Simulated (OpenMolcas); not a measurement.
# As²⁺: the spin-orbit constant, worked from levels

- Program: OpenMolcas
- Basis: ANO-R2 [6s5p4d3f1g]
- Scalar Hamiltonian: X2C, finite nucleus
- Active space: 3 electrons in 8 orbitals (4s 4p 5s 5p)
- State averaging: 2S+1 = 4 odd, 1 root; 2S+1 = 2 odd, 8 roots; 2S+1 = 4 even, 3 roots; 2S+1 = 2 even, 9 roots
- Spin-orbit coupling: state interaction with AMFI integrals over the reference wave functions, term energies averaged over their components

Methods: CASSCF; SS-CASPT2, IPEA 0.25 Eh, imaginary shift 0.1 Eh (closed shells correlated: 3d). Measured levels: Moore, Atomic Energy Levels, vol. II, NSRDS-NBS 35 (1971 reprint of NBS Circular 467, 1952).

**The spin-orbit constant.** For the Hund term ²P° of p1, E(J) = (A/2) J(J+1) + constant and ζ = 2S·A = A. From J = 1/2 to J = 3/2 the energy changes by 1.5 A.

| Source | E(3/2) - E(1/2) | A | ζ |
| --- | --- | --- | --- |
| CASSCF | 2470.1 | 1646.7 | 1647 |
| SS-CASPT2 | 2470.0 | 1646.7 | 1647 |
| measured | 2940.0 | 1960.0 | 1960 |

All in cm-1. SS-CASPT2 is off by -16.0 % and CASSCF by -16.0 %. Both methods take the spin-orbit matrix elements from the reference wave functions, so the second can move ζ only through the term energies and any multistate remixing.

Over all roots computed the reference weight is 0.87 to 0.96 in SS-CASPT2; the roots of lowest weight are the least certain, and an intruder state may touch them. Active for correlation alone: 5p 5s; no level in the range computed is led by a configuration that fills them, so any true level of that kind is missing. Computed and measured levels are paired by configuration, term and J; levels that our copy of the source lacks, or whose pairing is in doubt (as where it misses far off the trend of its configuration), stay unpaired and out of the deviations. Only configurations of the active space appear.

° marks odd parity.
